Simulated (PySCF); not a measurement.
A series of related molecules.

All values: CAM-B3LYP/def2-SVPD (PySCF) at GFN2-xTB geometries, gas phase, one conformer each. Core orbitals are frozen in the response; Δα² is half the sum of the squared differences of the principal polarisabilities.

**Question.** Rank by mean static polarisability, highest first.
A. `C=C1C=N[Si@@H](OC)O1`
B. `[H]/N=C\C(=C)O[SiH2]O[SiH3]`
C. `C=C(/C=N\[H])O[SiH2]OC`
D. `[H]/N=C1/CO[SiH2]OC1=C`

**Answer.** B (15.06 Å³), C (12.95 Å³), A (12.48 Å³), D (12.17 Å³).

**Question.** Rank by dipole moment, lowest first.
A. `[H]/[N:4]=[CH:3]\[C:2](=[CH2:1])[O:5][SiH2:6][O:7][SiH3:8]` with C1–C2–C3–N4 -176°, C1–C2–O5–Si6 -172°, C2–O5–Si6–O7 170°, O5–Si6–O7–Si8 22°
B. `[CH2:1]=[C:2]1[CH:3]=[N:4][Si@@H:5]([O:6][CH3:7])[O:8]1` with N4–Si5–O6–C7 -93°
C. `[H]/[N:8]=[C:7]1\[C:2](=[CH2:1])[O:3][SiH2:4][O:5][CH2:6]1` with C1–C2–O3–Si4 169°, C2–O3–Si4–O5 15°, O3–Si4–O5–C6 14°, Si4–O5–C6–C7 -43°
D. `[H]/[N:4]=[CH:3]\[C:2](=[CH2:1])[O:5][SiH2:6][O:7][CH3:8]` with C1–C2–C3–N4 -1°, C1–C2–O5–Si6 -1°, C2–O5–Si6–O7 178°, O5–Si6–O7–C8 -179°

**Answer.** B (0.54 D), C (1.51 D), A (1.94 D), D (3.86 D).

All values together:

| SMILES | change | formula | μ (D) | HOMO (eV) | LUMO (eV) | α (Å³) | Δα (Å³) | electrons | α per electron (Å³) |
| --- | --- | --- | --- | --- | --- | --- | --- | --- | --- |
| [H]/N=C\C(=C)O[SiH2]OC | parent | C4H9NO2Si | 3.86 | -8.54 | -0.33 | 12.95 | 5.73 | 70 | 0.185 |
| [H]/N=C1/CO[SiH2]OC1=C | ring closed by a new C-C bond | C4H7NO2Si | 1.51 | -8.48 | -0.48 | 12.17 | 4.69 | 68 | 0.179 |
| [H]/N=C\C(=C)O[SiH2]O[SiH3] | C replaced by Si | C3H9NO2Si2 | 1.94 | -8.61 | -0.34 | 15.06 | 5.83 | 78 | 0.193 |
| C=C1C=N[Si@@H](OC)O1 | ring closed by a new Si-N bond | C4H7NO2Si | 0.54 | -8.49 | -0.46 | 12.48 | 8.01 | 68 | 0.184 |

Conformers: `[H]/[N:4]=[CH:3]\[C:2](=[CH2:1])[O:5][SiH2:6][O:7][CH3:8]` with C1–C2–C3–N4 -1°, C1–C2–O5–Si6 -1°, C2–O5–Si6–O7 178°, O5–Si6–O7–C8 -179°; `[H]/[N:8]=[C:7]1\[C:2](=[CH2:1])[O:3][SiH2:4][O:5][CH2:6]1` with C1–C2–O3–Si4 169°, C2–O3–Si4–O5 15°, O3–Si4–O5–C6 14°, Si4–O5–C6–C7 -43°; `[H]/[N:4]=[CH:3]\[C:2](=[CH2:1])[O:5][SiH2:6][O:7][SiH3:8]` with C1–C2–C3–N4 -176°, C1–C2–O5–Si6 -172°, C2–O5–Si6–O7 170°, O5–Si6–O7–Si8 22°; `[CH2:1]=[C:2]1[CH:3]=[N:4][Si@@H:5]([O:6][CH3:7])[O:8]1` with N4–Si5–O6–C7 -93°.

**Question.** Give the shifts from the parent, `[H]/N=C\C(=C)O[SiH2]OC`.

**Answer.** 
```
                     SMILES  change in μ (D)  change in HOMO (eV)  change in LUMO (eV)  change in mean α (Å³)
     [H]/N=C1/CO[SiH2]OC1=C            -2.35                +0.06                -0.15                  -0.78
[H]/N=C\C(=C)O[SiH2]O[SiH3]            -1.92                -0.07                -0.01                  +2.11
       C=C1C=N[Si@@H](OC)O1            -3.32                +0.05                -0.13                  -0.47
```
